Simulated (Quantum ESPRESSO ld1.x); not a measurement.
Q: Tm I, configuration [Xe] 4f12 5d1 6s2 (not the ground configuration). All-electron calculation, Dirac Kohn-Sham, BLYP, spin-unpolarised, spherical densities, point nucleus; open shells are shared between the two j in proportion to 2j + 1. Program: ld1.x of Quantum ESPRESSO 7.5. Some entries of the table are withheld. Estimate them.

orbital     occ.  eigenvalue (hartree)  <r> (bohr)
1s1/2          2              -2176.75     0.02001
2s1/2          2              -367.251     0.08429
2p1/2          2                   (1)     0.07007
2p3/2          4                   (2)     0.07746
3s1/2          2              -82.7528      0.2205
3p1/2          2              -75.1859      0.2103
3p3/2          4              -67.5787      0.2242
3d3/2          4              -54.6751      0.1973
3d5/2          6              -53.0129      0.2016
4s1/2          2              -16.5124      0.4973
4p1/2          2              -13.4698      0.5056
4p3/2          4              -11.7463      0.5374
4d3/2          4              -6.74113      0.5635
4d5/2          6              -6.42676      0.5747
5s1/2          2              -2.10624       1.214
5p1/2          2                   (3)       1.364
5p3/2          4                   (4)       1.475
4f5/2    5.14286              -0.36724      0.7509
4f7/2    6.85714              -0.32065      0.7663
6s1/2          2              -0.16024       3.733
5d3/2        0.4              -0.07459       2.804
5d5/2        0.6              -0.06340       2.962

A: 
(1) 2p1/2 eigenvalue (hartree): -350.043
(2) 2p3/2 eigenvalue (hartree): -314.009
(3) 5p1/2 eigenvalue (hartree): -1.26728
(4) 5p3/2 eigenvalue (hartree): -1.04415
